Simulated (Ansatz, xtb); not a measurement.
## Relative energy of two isomers of C2H7AgSi

Structure a is `CC[SiH2][Ag]`, a singlet and structure b is `C[SiH](C)[Ag]`, a singlet. Both are isolated molecules in the gas phase, relaxed with PBE0-D3(BJ)/def2-SVP, each in the lowest conformer that the search found.

Energies in hartree; the thermal terms are from PBE0-D3(BJ)/def2-SVP harmonic frequencies (ideal gas, rigid rotor, one conformer each, 298.15 K, 1 atm) and include the zero-point energy:

|  | a | b |
| --- | --- | --- |
| E, CCSD(T)/def2-SVP | −515.475786 | −515.487984 |
| E, MP2/def2-SVP | −515.419224 | −515.432931 |
| E, MP2/def2-TZVPP | −516.070741 | −516.089575 |
| zero-point energy | 0.082440 | 0.082551 |
| H(298 K) − E | 0.090118 | 0.090692 |
| G(298 K) − E | 0.050089 | 0.050171 |

Question: Correct the CCSD(T) difference for the basis set by the MP2 change, then work out ΔE, ΔE₀, ΔH and ΔG for a → b in kcal/mol (1 Eh = 627.51 kcal/mol) and the equilibrium ratio [b]/[a].

Answer: 1. Differences b − a: CCSD(T) −0.012198, MP2 in the small set −0.013707, MP2 in the large set −0.018834 Eh.
2. ΔE = −0.012198 + (−0.018834 − (−0.013707)) = −0.017325 Eh = −10.87 kcal/mol.
3. ΔE₀ = ΔE + ΔZPE = −0.017325 + (+0.000111) Eh = −10.80 kcal/mol.
4. ΔH = ΔE + (+0.000574) Eh = −10.51 kcal/mol.
5. ΔG = ΔE + (+0.000082) Eh = −10.82 kcal/mol, so ΔS = (ΔH − ΔG)/T = +4.3 J/(mol K).
6. kT = 0.9442 mEh, so K = [b]/[a] = exp(−ΔG/kT) = exp(+18.26) ≈ 8.5 × 10^7.

Structure b is favoured at this temperature. An error of 1 kcal/mol in ΔG would change K by a factor of 5.4. The basis-set step is large, which makes the value less sure. GFN2-xTB gave ΔE the other sign. Mirror images and further conformers aren't counted.

As drawn, b has 1 C–Si, 1 C–H in place of 1 C–C, 1 Si–H.

Other levels gave ΔE = +4.2 (GFN2-xTB); −10.4 (HF/STO-3G, GFN2-xTB geometries); −9.5 (r2SCAN-D4/def2-SVP, GFN2-xTB geometries); −9.0 (PBE0-D3(BJ)/def2-SVP); −7.6 (HF/def2-SVP); −8.6 (MP2/def2-SVP); −7.7 (CCSD(T)/def2-SVP) kcal/mol. The correlated steps freeze 7 core orbitals; the last core shell of Ag is correlated, in a basis made for valence electrons. Atoms past krypton carry core potentials in the def2 sets, without spin–orbit terms. Programs: Ansatz 0.2.0, xtb 6.7.1.
